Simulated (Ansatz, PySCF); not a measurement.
FGa, neutral, multiplicity 1. Atoms are numbered in the order given.

```xyz
2

Ga     0.0000     0.0000    -0.4056
F      0.0000     0.0000     1.3971
```

Geometry optimised at B3LYP-D3(BJ)/def2-TZVPD.

Vertical ionisation energy (IE) and electron affinity (EA) in eV. Rows of orbital energies are one-electron estimates. Where ΔSCF, EOM or ADC give a negative EA the extra electron is unbound and the value depends on the basis.

```csv
level,IE,EA
"−ε(HOMO), −ε(LUMO), ωB97X/def2-TZVPD (PySCF)",10.19,-0.37
"−ε(HOMO), −ε(LUMO), r2SCAN/def2-TZVPD (PySCF)",7.09,2.00
"−ε(HOMO), −ε(LUMO), PBE/def2-TZVPD (PySCF)",6.83,2.18
ADC(2)/aug-cc-pVDZ (PySCF),9.75,-0.19
"ΔSCF, PBE0/def2-TZVPD (Ansatz), final states of multiplicity 2 and 2",___,___
"ΔSCF, PBE/def2-TZVPD (Ansatz), final states of multiplicity 2 and 2",10.48,-0.39
```

Task: Fill in the missing entries. (Estimate from the structure and the level; the computed values follow.)

Result: 
- ΔSCF, PBE0/def2-TZVPD (Ansatz, a first-principles code), final states of multiplicity 2 and 2, IE: 10.45
- ΔSCF, PBE0/def2-TZVPD (Ansatz), final states of multiplicity 2 and 2, EA: -0.33

Task: What vertical singlet–triplet gap does ΔSCF give with PBE0/def2-TZVPD (Ansatz) and with PBE/def2-TZVPD (Ansatz)? (The exact figures need the calculation; the answer reports its results.)

Result: 3.85 and 4.00 eV (triplet above singlet where positive).

Task: Beyond the first one, list the lowest photoelectron lines from ADC(2)/aug-cc-pVDZ (PySCF 2.14.0) with their pole strengths (two spins summed). (An estimate is asked for; the answer gives what the named calculation found.)

Result: 11.60 eV (1.69), 11.60 eV (1.69), 13.89 eV (1.74).
